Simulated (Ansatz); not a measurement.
Input file for Ansatz (an electronic-structure program): U-CCSD(T)/cc-pVQZ on C3H2 (SMILES [CH]C#C), 2S+1 = 3, a spin state set in the input, which need not be the lowest.

Ansatz 0.2 input:
```yaml
crystal:
  periodic: [false, false, false]
  atoms:
    - {symbol: C, position_ang: [-1.22982616, -0.26597044, -0.14492233]}
    - {symbol: C, position_ang: [-0.00060308, 0.00653588, -0.00585868]}
    - {symbol: C, position_ang: [1.23212629, 0.24104288, 0.16726705]}
    - {symbol: H, position_ang: [-2.23521127, -0.47809025, -0.41479841]}
    - {symbol: H, position_ang: [2.22502897, 0.58844029, 0.31588214]}
basis:
  gaussian:
    orbitals: cc-pVQZ
magnetization: {spin_polarized: true, initial_magnetization: 2}
correlation: {method: ccsd_t, electrons: outside_noble_gas}
scf: {omitted_lower_state_checks: [cluster_reference]}
```

Predict the final total energy.

-115.1421 hartree (reference determinant -114.6774, T1 diagnostic 0.040). Its determinant has ⟨S²⟩ = 2.35, a mixture of spin states.

How many basis functions does it have, and what does it roughly cost on one machine?

225 functions; about 13 core-minutes (a rough figure).
